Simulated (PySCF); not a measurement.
C₃H₉Bi, charge -1, doublet, geometry from GFN2-xTB of the parent state (such geometries of metal compounds can be far from the true shape) (a state made from the parent by changing its charge; the spin is typed, not shown lowest) (core potentials on Bi) (in this run its highest filled SCF level lies above zero, so its values depend strongly on the basis, on diffuse functions most of all); B3LYP/def2-SV(P) run with PySCF.

Here is a job for PySCF.
```python
from pyscf import gto, scf, dft

mol = gto.M(
    atom='''
Bi   -0.00265924   -0.00463990    0.32774277
C    -1.05486994   -1.53919065   -0.96882360
H    -0.64425811   -2.52383649   -0.78776141
H    -0.90946744   -1.27908881   -2.00731595
H    -2.11451925   -1.54953889   -0.74958142
C    -0.80582360    1.70974853   -0.92080720
H    -0.65333574    1.48323884   -1.96613109
H    -0.28504596    2.62610321   -0.67562231
H    -1.86385686    1.84117722   -0.73586087
C     1.88353121   -0.13071016   -0.92504196
H     1.61103079   -0.12000137   -1.97045578
H     2.41685485   -1.04639693   -0.70569174
H     2.52628836    0.71436864   -0.71619253
''',
    basis='def2-sv(p)',
    ecp={'Bi': 'def2-sv(p)'},
    charge=-1,
    spin=1,
    verbose=3,
)

mf = dft.UKS(mol)
mf.xc = 'b3lyp'
mf.kernel()
mf.analyze()
```

Output, abridged:

```
converged SCF energy = -334.232513995946  <S^2> = 0.75178847  2S+1 = 2.0017877
**** MO energy ****
                             alpha | beta                alpha | beta
MO #1   energy= -9.98265308382085  | -9.98144793465146  occ= 1 | 1
MO #2   energy= -9.98255959690953  | -9.98134091845567  occ= 1 | 1
MO #3   energy= -9.96083153636737  | -9.95635566097496  occ= 1 | 1
MO #4   energy= -5.73753697367633  | -5.73625222032577  occ= 1 | 1
MO #5   energy= -3.47235906748     | -3.47190942919818  occ= 1 | 1
MO #6   energy= -3.4676694450057   | -3.46698746846241  occ= 1 | 1
MO #7   energy= -3.46621809409075  | -3.4637886174473   occ= 1 | 1
MO #8   energy= -0.82797061665413  | -0.827219465610745 occ= 1 | 1
MO #9   energy= -0.826510880876608 | -0.825235815645462 occ= 1 | 1
MO #10  energy= -0.822577645829253 | -0.821114175677069 occ= 1 | 1
MO #11  energy= -0.821162928916782 | -0.818662065973104 occ= 1 | 1
MO #12  energy= -0.818069961066712 | -0.815957456222178 occ= 1 | 1
MO #13  energy= -0.5229540956945   | -0.519322922616508 occ= 1 | 1
MO #14  energy= -0.49071661024295  | -0.488813603567465 occ= 1 | 1
MO #15  energy= -0.481489407201002 | -0.476350143482424 occ= 1 | 1
MO #16  energy= -0.343869818011461 | -0.337824966297571 occ= 1 | 1
MO #17  energy= -0.23877384263396  | -0.237396431429717 occ= 1 | 1
MO #18  energy= -0.23122141003959  | -0.228863152221546 occ= 1 | 1
MO #19  energy= -0.226156243917226 | -0.224089386581185 occ= 1 | 1
MO #20  energy= -0.21999822402794  | -0.218915966018888 occ= 1 | 1
MO #21  energy= -0.2106215214819   | -0.207721660721723 occ= 1 | 1
MO #22  energy= -0.20921234905852  | -0.205527326735471 occ= 1 | 1
MO #23  energy= -0.0914961814356274 | -0.0870099390712298 occ= 1 | 1
MO #24  energy= -0.0858978639659833 | -0.0728231016451275 occ= 1 | 1
MO #25  energy= -0.0458705635131071 | -0.0345603775746532 occ= 1 | 1
MO #26  energy= 0.144703648004869  | 0.189962785047701  occ= 1 | 0
MO #27  energy= 0.184175949638576  | 0.205586196409139  occ= 0 | 0
MO #28  energy= 0.20672885221758   | 0.208620675187732  occ= 0 | 0
MO #29  energy= 0.231986525859197  | 0.238860308497539  occ= 0 | 0
MO #30  energy= 0.2644694815936    | 0.266517572331476  occ= 0 | 0
MO #31  energy= 0.274596218780656  | 0.275557371986683  occ= 0 | 0
MO #32  energy= 0.277528082822406  | 0.284293104845688  occ= 0 | 0
MO #33  energy= 0.282844949447391  | 0.2848300590863    occ= 0 | 0
MO #34  energy= 0.286774493628471  | 0.289132725075772  occ= 0 | 0

WARN: System has nonzero charge -1; the dipole moment is origin-dependent.
Location of origin: [0. 0. 0.]

Dipole moment(X, Y, Z, Debye):  0.16431, -0.36039,  0.56637
```
